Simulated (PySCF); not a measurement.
Cartesian coordinates in Å; atom numbers follow the order of the lines, from 1:
```xyz
16

Si    2.1739   -1.2180   -0.0803
Si    1.2948    0.8398   -0.6596
C    -0.5528    0.7034   -1.1434
Si   -1.8013    0.7815    0.2861
P    -1.2239   -0.6876    1.8791
H     1.8766   -2.2416   -1.0918
H     1.6696   -1.7342    1.1929
H     3.6353   -1.1723    0.0207
H     1.9721    1.4186   -1.8344
H     1.4058    1.8663    0.3868
H    -0.7010   -0.2239   -1.6992
H    -0.8017    1.5076   -1.8349
H    -1.7766    2.0982    0.9339
H    -3.1646    0.5472   -0.2191
H    -2.4564   -0.6594    2.5024
H    -1.5574   -1.8167    1.1520
```

Geometry: GFN2-xTB; GIAO shifts from PySCF 2.14.0 with density-fitted response routines, gas phase, non-relativistic, averaged over equivalent atoms.

At PBE/pcSseg-1 (168 basis functions, 23 s wall time on 1 thread of an Arm Neoverse V2, shared host):
| atoms | δ (ppm) |
| --- | --- |
| Si4 | -48.7 |
| Si2 | -81.3 |
| Si1 | -119.1 |
| C3 | -9.8 |
| P5 | -2.8 |
| H13/H14 | 4.82 |
| H9/H10 | 4.23 |
| H6/H7/H8 | 3.64 |
| H15/H16 | 0.97 |
| H11/H12 | 0.20 |

Shifts are taken against calculated references (same method and geometry level): 29Si (330.55 ppm), 13C (182.62 ppm), 1H (31.64 ppm) against TMS; 31P (603.16 ppm) vs PH3.

Question: What do these become at CAM-B3LYP/6-311G**?

Answer: 
| atoms | δ at CAM-B3LYP/6-311G** | change |
| --- | --- | --- |
| Si4 | -44.7 | +4.0 |
| Si2 | -73.4 | +7.9 |
| Si1 | -109.7 | +9.4 |
| C3 | -10.5 | -0.7 |
| P5 | -3.2 | -0.4 |
| H13/H14 | 4.67 | -0.15 |
| H9/H10 | 4.24 | +0.01 |
| H6/H7/H8 | 3.72 | +0.08 |
| H15/H16 | 1.18 | +0.21 |
| H11/H12 | 0.02 | -0.18 |

δ = σ(ref) − σ, references computed at the same level: 29Si (344.47 ppm), 13C (188.92 ppm), 1H (32.20 ppm) against TMS; 31P (599.94 ppm) against PH3.

The largest change is at Si1 (silicon bonded to Si, 3 H). Cost: 188 basis functions, 26 s wall time on 1 thread of an Arm Neoverse V2, shared host.
